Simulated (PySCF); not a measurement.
**Electron correlation in S²⁺ (sulfur, charge +2)**

[Ne] 3s1 3p2 3d1, one real determinant (an excited configuration). Computed with PySCF 2.14 in aug-cc-pCVTZ-DK with one added diffuse shell each of s, p, d, f type (9s8p6d4f, 91 functions), with the spin-free X2C one-electron Hamiltonian (Gaussian nucleus). Frozen: [Ne]; 4 electrons correlated.

```
  level  correlation energy (mhartree)
   CCSD                         -66.94
    (T)                          -5.95
CCSD(T)                         -72.89
```

Diagnostics: T1 = 0.025, D1 = 0.0673, largest double amplitude 0.470.

The real determinant used has ⟨L²⟩ near 8 against 12 for a pure F term, so it mixes terms. The outer electron is Rydberg-like, and this basis confines it to a smaller radius and binds it less than a complete one would. A double-excitation amplitude exceeds 0.15, a sign of near-degeneracy.

Cost of the coupled-cluster step: about 14 core-seconds, for 4 correlated electrons.

The reference is one real determinant that mixes LS terms of this configuration.
